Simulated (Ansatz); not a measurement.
Gas-phase reaction (SMILES): C[Si](Cl)(Cl)Cl -> C[Si](Cl)Cl + Cl atom; the Cl-Si bond at the site shown breaks (other sites are not compared here).

Each molecule is optimised on its own at B3LYP-D3(BJ)/def2-TZVP (Ansatz, a first-principles code). Correlated levels leave the core frozen unless marked. Open shells are spin-unrestricted. Spin-orbit coupling is left out. No relativistic terms. CBS(X,Y): correlation extrapolated as X^-3; Hartree-Fock from the larger set. [CCSD(T)-MP2]/basis is that difference in the basis named. Thermal terms are rigid-rotor harmonic-oscillator values from B3LYP-D3(BJ) frequencies (Ansatz) at 298.15 K and 1 atm. 1 Eh = 627.5095 kcal/mol. Atoms have translation alone.

```json
[
 {"species": "C[Si](Cl)(Cl)Cl", "E, RI-MP2/CBS(aug-cc-pV(T+d)Z,aug-cc-pV(Q+d)Z)+[CCSD(T)-MP2]/aug-cc-pV(T+d)Z (Ansatz) (Eh)": "-1708.44181", "E, r2SCAN-D4/def2-TZVPD (Ansatz + dftd4) (Eh)": "-1710.11811", "H - E (Eh)": "0.05054"},
 {"species": "C[Si](Cl)Cl", "E, RI-MP2/CBS(aug-cc-pV(T+d)Z,aug-cc-pV(Q+d)Z)+[CCSD(T)-MP2]/aug-cc-pV(T+d)Z (Ansatz) (Eh)": "-1248.55127", "E, r2SCAN-D4/def2-TZVPD (Ansatz + dftd4) (Eh)": "-1249.82407", "H - E (Eh)": "0.04669"},
 {"species": "Cl atom", "E, RI-MP2/CBS(aug-cc-pV(T+d)Z,aug-cc-pV(Q+d)Z)+[CCSD(T)-MP2]/aug-cc-pV(T+d)Z (Ansatz) (Eh)": "-459.70710", "E, r2SCAN-D4/def2-TZVPD (Ansatz + dftd4) (Eh)": "-460.11735", "H - E (Eh)": "0.00236"}
]
```

Task: Work out ΔE and ΔH at 298.15 K at the first level, then ΔH at the second.

Result: 
1. ΔE = [(-1248.55127) + (-459.70710)] - [(-1708.44181)] = 0.18344 Eh = 115.1 kcal/mol at RI-MP2/CBS(aug-cc-pV(T+d)Z,aug-cc-pV(Q+d)Z)+[CCSD(T)-MP2]/aug-cc-pV(T+d)Z.
2. The terms H - E add up to -0.00149 Eh, so ΔH = (0.18344 + (-0.00149))×627.5095 = 114.2 kcal/mol.
3. At r2SCAN-D4/def2-TZVPD the same steps give ΔE = 110.9 and ΔH = 109.9 kcal/mol, a shift of -4.3 from the first level.
4. These values are not checked against measurement here, since the tables used lack a sound gas-phase enthalpy of formation for at least one species.
